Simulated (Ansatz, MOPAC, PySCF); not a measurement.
Ligands exchanged one at a time, Al H-I. All species are isolated molecules in the gas phase. Strings in code marks are SMILES.

Quantity: vertical ionisation energy (energy after one electron is removed minus that of the parent at the parent's geometry), in eV.

Level 1: frozen-core CCSD(T)/def2-TZVPP // B3LYP-D3(BJ)/def2-TZVP (Ansatz, an electronic-structure program)
Level 2: minus the HOMO energy of PM6 // B3LYP-D3(BJ)/def2-TZVP (MOPAC)
Level 3: minus the HOMO energy of PM7 // B3LYP-D3(BJ)/def2-TZVP (MOPAC)
Level 4: minus the HOMO energy of TPSSh-D3(BJ)/def2-TZVP // B3LYP-D3(BJ)/def2-TZVP (PySCF)

```
species        level 2  level 3  level 4
-------------  -------  -------  -------
`[I][AlH][I]`     9.91     9.91     7.21
`[AlH2][I]`       9.88    10.43     7.09
`[AlH3]`         11.67    12.12     8.05
```

### Question
What does level 1 give for each?

### Answer

- `[I][AlH][I]`: 9.93
- `[AlH2][I]`: 9.92
- `[AlH3]`: 11.43
